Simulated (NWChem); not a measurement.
Species: SiHCl3; SMILES [SiH](Cl)(Cl)Cl

Computed with NWChem. All runs use the structure optimised with PBE0/def2-SVP.

**Question.** What does the run give for Hartree-Fock/def2-TZVPD? Quantities: highest occupied level (eV); orbital gap (eV); dipole (D).

**Answer.** 
```json
{
 "highest occupied level (eV)": "-12.72",
 "orbital gap (eV)": "14.04",
 "dipole (D)": "1.00"
}
```
